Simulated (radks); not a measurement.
The numbers below are computed, except where a source is named.
Species: Ir2+. Configuration: [Xe] 4f14 5d(up 3.5, down 3.5) 6s(up 0, down 0) (fractional occupations, a model configuration). Code: a radial shooting solver on a logarithmic mesh with Libxc functionals. Model: scalar-relativistic Kohn-Sham, PBE, spin-polarised, spherical densities, finite nucleus; Fermi nuclear charge, rms radius 5.4032 fm. Some entries of the table are withheld. Estimate them.

orbital,occ.,eigenvalue (eV),r(max) (bohr),<r> (bohr)
1s,2,-76118.19,(1),0.01744
2s,2,-13331.11,0.06230,0.07362
2p,6,-11587.10,0.05138,(2)
3s,2,(3),(4),0.1905
3p,6,-2621.402,0.1745,0.1913
3d,10,-2058.834,0.1421,0.1733
4s,2,-681.9504,(5),0.4234
4p,6,-514.5409,0.4175,0.4505
4d,10,-308.6610,0.4262,0.4784
5s,2,(6),0.8909,0.9784
4f,14,-79.8582,0.3950,0.5352
5p,6,-72.4263,1.004,1.133
5d,7,-24.4097,1.293,1.623
6s,0,-21.4744,2.257,2.560

Answer. 
(1) 1s r(max) (bohr): 0.01082
(2) 2p <r> (bohr): 0.06624
(3) 3s eigenvalue (eV): -3131.640
(4) 3s r(max) (bohr): 0.1757
(5) 4s r(max) (bohr): 0.3973
(6) 5s eigenvalue (eV): -115.6100
